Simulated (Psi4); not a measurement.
**A ladder of methods for NbOF3 (SMILES [O]=[Nb]([F])([F])[F])**

NbOF3: 5 atoms, total charge 0, spin state singlet. As SMILES, `[O]=[Nb]([F])([F])[F]`. The shape was relaxed beforehand at PBE0/def2-TZVP.

Quantity: the dipole moment, in D. The values are calculated.

```
                                                 level                    kind  program  value (D)  CPU time
   PBE-D4/def2-TZVPP (density fitting, core potential)                     GGA     Psi4       1.24      34 s
r2SCAN-D4/def2-TZVPP (density fitting, core potential)                meta-GGA     Psi4       1.29      51 s
 B3LYP-D4/def2-TZVPP (density fitting, core potential)           global hybrid     Psi4       1.28      30 s
  PBE0-D4/def2-TZVPP (density fitting, core potential)           global hybrid     Psi4       1.27      28 s
  wB97M-V/def2-TZVPP (density fitting, core potential)  range-separated hybrid     Psi4       1.32      63 s
```

The values span 1.24 to 1.32 D. Magnitudes only. CPU times are rough (shared hosts, several kinds of processor and program).
